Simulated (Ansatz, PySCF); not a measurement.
System: BiI2, net charge 1, singlet state. It need not be the lowest isomer of its formula. 
Geometry from a B3LYP-D3(BJ)/def2-TZVP (Ansatz, a first-principles code) optimisation:
```
Bi
I 1 2.7244
I 1 2.7244 2 102.61
```
Charge +1, spin multiplicity 1.

Total electronic energies in hartree. Valence correlation only, unless marked. No spin-orbit coupling. The frozen core is the preceding noble-gas configuration, with the filled d and f shells of earlier blocks. Past Kr the def2 sets carry scalar-relativistic core potentials. CBS(X,Y): correlation extrapolated as X^-3; Hartree-Fock from the larger set. [CCSD(T)-MP2]/basis is that difference in the basis named.

The T1 diagnostic of CCSD in the largest basis is 0.025, which is high, so the coupled-cluster rows are less sure than usual.

| level | program | energy (Eh) |
|---|---|---|
| HF-D3(BJ)/def2-TZVPD | PySCF + dftd3 | -806.74092 |
| HF-D4/def2-TZVPD | PySCF + dftd4 | -806.71615 |
| RI-HF/def2-QZVPPD | Ansatz | -806.70701 |
| r2SCAN/def2-TZVPD | Ansatz | -810.20066 |
| PBE0/def2-SVP | Ansatz | -809.86197 |
| PBE0-D4/def2-TZVP | Ansatz + dftd4 | -809.89845 |
| TPSSh/def2-TZVPD | PySCF | -809.62422 |
| r2SCAN0/def2-TZVPD | Ansatz | -810.08340 |
| HSE06/def2-TZVPD | Ansatz | -809.89141 |
| CAM-B3LYP-D4/def2-TZVPD | Ansatz + dftd4 | -809.83739 |
| CAM-B3LYP/def2-TZVPD | Ansatz | -809.83233 |
| wB97X/def2-TZVPD | Ansatz | -809.98632 |
| B2PLYP-D4/def2-TZVPD | Ansatz + dftd4 | -808.99301 |
| RPA@PBE/def2-TZVPP | Ansatz | -807.27731 |
| MP2/CBS(def2-TZVPP,def2-QZVPP) | Ansatz | -807.1473 |
| RI-MP2/CBS(def2-TZVPP,def2-QZVPP) | Ansatz | -807.1472 |
| RI-MP2/CBS(def2-TZVPPD,def2-QZVPPD) | Ansatz | -807.1462 |
| CCSD/def2-SVP | Ansatz | -806.95714 |
| CCSD/def2-TZVPP | Ansatz | -807.09106 |
| CCSD/def2-QZVPP | Ansatz | -807.13940 |
| CCSD/CBS(def2-TZVPP,def2-QZVPP) | Ansatz | -807.1711 |
| RI-MP2/CBS(def2-TZVPP,def2-QZVPP)+[CCSD(T)-MP2]/def2-QZVPP | Ansatz | -807.1996 |
| CCSD(T)/CBS(def2-TZVPP,def2-QZVPP) | Ansatz | -807.2001 |

Totals of different functionals don't rank their quality; only differences between species are comparable.
